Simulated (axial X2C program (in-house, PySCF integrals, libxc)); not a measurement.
## Density and ELF of TaH⁻

Calculated with an in-house relativistic program for diatomic molecules. Spin-free means the one-electron spin-free X2C Hamiltonian. Basis: Ta dyall-acv3z [14s15p10d7f4g], H dyall-av3z [7s3p2d] (cores contracted in-house); Gaussian nuclei, density fitting, unrestricted open shells. Masses: Ta 180.948 u, H 1.008 u.

PBE0, scalar-relativistic, state M_S = 3/2, Λ = 2 (beyond evenly filled blocks: π+α, π-α, δ+α); Ta at z = 0, H at z = 1.810 Å.

The maps cover the half plane through the axis: z from -2.4 to 4.2 Å along the bond, ρ from 0.15 to 2.25 Å away from it.

log10 of the density in e/bohr³:

```
 ρ\z  -2.4  -1.8  -1.2  -0.6   0.0   0.6   1.2   1.8   2.4   3.0   3.6   4.2
0.15  -2.9  -2.5  -1.7  -0.1   1.8  -0.1  -1.0  -0.6  -1.4  -2.3  -3.1  -3.9
0.45  -2.9  -2.4  -1.7  -0.4   0.4  -0.4  -1.2  -1.1  -1.6  -2.4  -3.2  -3.9
0.75  -2.9  -2.4  -1.8  -0.9  -0.5  -0.9  -1.5  -1.5  -1.9  -2.6  -3.3  -4.0
1.05  -2.9  -2.4  -1.9  -1.4  -1.2  -1.4  -1.8  -1.9  -2.3  -2.8  -3.4  -4.1
1.35  -2.9  -2.5  -2.0  -1.7  -1.7  -1.8  -2.1  -2.3  -2.6  -3.1  -3.6  -4.3
1.65  -3.0  -2.6  -2.2  -2.0  -2.0  -2.2  -2.4  -2.6  -2.9  -3.4  -3.9  -4.5
1.95  -3.1  -2.8  -2.4  -2.3  -2.3  -2.4  -2.7  -3.0  -3.3  -3.6  -4.1  -4.7
2.25  -3.2  -2.9  -2.7  -2.5  -2.5  -2.7  -3.0  -3.3  -3.6  -3.9  -4.4  -4.9
```

Electron localisation function (collinear form, no current term, damped to 0 at low density):

```
 ρ\z  -2.4  -1.8  -1.2  -0.6   0.0   0.6   1.2   1.8   2.4   3.0   3.6   4.2
0.15  0.05  0.01  0.04  0.57  0.26  0.48  0.63  1.00  1.00  0.99  0.62  0.01
0.45  0.09  0.04  0.08  0.61  0.34  0.57  0.55  1.00  1.00  0.98  0.52  0.01
0.75  0.17  0.18  0.22  0.48  0.53  0.44  0.47  0.97  0.99  0.94  0.32  0.00
1.05  0.31  0.42  0.47  0.38  0.23  0.27  0.39  0.84  0.93  0.80  0.13  0.00
1.35  0.42  0.60  0.68  0.48  0.19  0.23  0.28  0.54  0.70  0.44  0.03  0.00
1.65  0.47  0.69  0.77  0.62  0.29  0.23  0.18  0.23  0.28  0.11  0.01  0.00
1.95  0.44  0.71  0.78  0.68  0.38  0.22  0.12  0.08  0.07  0.02  0.00  0.00
2.25  0.34  0.66  0.76  0.66  0.40  0.19  0.07  0.03  0.01  0.00  0.00  0.00
```

Axial spin density in 10⁻³ e/bohr³:

```
 ρ\z  -2.4  -1.8  -1.2  -0.6   0.0   0.6   1.2    1.8   2.4   3.0   3.6  4.2
0.15  -0.4  -0.2   2.4  30.7  -5.5  23.3   4.3  -11.8  -3.3  -0.6  -0.1  0.0
0.45  -0.2   0.5   8.0  69.2  12.8  69.0   9.3   -2.7  -1.9  -0.4  -0.1  0.0
0.75  -0.1   1.1  10.2  49.4  37.6  47.6  10.2    0.3  -0.8  -0.2  -0.1  0.0
1.05   0.0   1.3   8.0  24.0  20.1  21.3   7.2    1.1  -0.2  -0.1   0.0  0.0
1.35   0.1   1.1   4.9  10.5   9.0   8.6   4.0    0.9   0.1   0.0   0.0  0.0
1.65   0.1   0.7   2.6   4.5   3.9   3.5   2.0    0.6   0.1   0.0   0.0  0.0
1.95   0.0   0.4   1.2   1.9   1.6   1.4   0.9    0.4   0.1   0.0   0.0  0.0
2.25   0.0   0.2   0.5   0.8   0.6   0.6   0.4    0.2   0.1   0.0   0.0  0.0
```

The state is a single determinant with fixed occupations, the lowest that a limited PBE0 search found. The highest occupied level is positive at some bond lengths even in Hartree–Fock (under at least one Hamiltonian), so the basis set holds the extra electron there; where that holds at Re the anion is at best weakly bound and its constants depend on the basis. Other states lie close and PBE0, whose exact exchange favours high spin, may order them wrongly; the determinant shown need not be the ground state. The nearest other spin-free determinant of the search, M_S = 3/2, Λ = 1, lies 0.08 eV up at the distance of the search. The functionals have no current-density term, which raises determinants with orbital currents, atoms included.
